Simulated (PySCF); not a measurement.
H₃ISiTe. Atoms are numbered in the order given.

```xyz
6

Te     0.7481    -0.9835     0.0000
I     -0.2020     1.6070     0.0000
Si    -1.5841    -1.9649     0.0000
H     -1.3766    -3.4419     0.0000
H     -2.3194    -1.5400    -1.2207
H     -2.3194    -1.5400     1.2207
```

The structure is a stationary point at B3LYP-D3(BJ)/def2-SVP. The def2 effective core potentials stand for the cores of I, Te; spin–orbit coupling is left out.

Level of theory: TDDFT-PBE0/def2-SVPD (PySCF).

Vertical excitations. Gas-phase values at a fixed geometry. State labels are in the subgroup Cs.

Problem. Give excitation energies, oscillator strengths and character. (An estimate is asked for; the answer gives what the named calculation found.)

Solution. 
| state | symmetry | energy (eV) | λ (nm) | f | main pairs |
|---|---|---|---|---|---|
| S1 | A" | 1.94 | 640 | 0.001 | HOMO→LUMO 100 % |
| S2 | A' | 3.08 | 402 | 0.003 | HOMO−1→LUMO 100 % |
| S3 | A" | 3.68 | 337 | 0.001 | HOMO−2→LUMO 99 % |
| S4 | A" | 4.23 | 293 | 0.004 | HOMO→LUMO+1 98 % |
| S5 | A' | 4.76 | 260 | 0.012 | HOMO−3→LUMO 87 % |
| S6 | A' | 5.59 | 222 | 0.014 | HOMO−1→LUMO+1 93 % |
| S7 | A" | 5.66 | 219 | 0.008 | HOMO→LUMO+2 99 % |
| S8 | A" | 5.91 | 210 | 0.002 | HOMO→LUMO+3 95 % |
| S9 | A' | 5.92 | 209 | 0.148 | HOMO−4→LUMO 56 %, HOMO→LUMO+4 22 % |
| S10 | A" | 6.12 | 202 | 0.013 | HOMO−2→LUMO+1 91 % |
| T1 | A" | 1.36 | 909 | 0 | HOMO→LUMO 99 % |
| T2 | A' | 2.57 | 483 | 0 | HOMO−1→LUMO 99 % |
| T3 | A" | 3.17 | 392 | 0 | HOMO−2→LUMO 99 % |
| T4 | A" | 3.87 | 321 | 0 | HOMO→LUMO+1 96 % |
Triplets are in the Tamm–Dancoff approximation, which puts them higher than full response would, so one can lie above its singlet here.
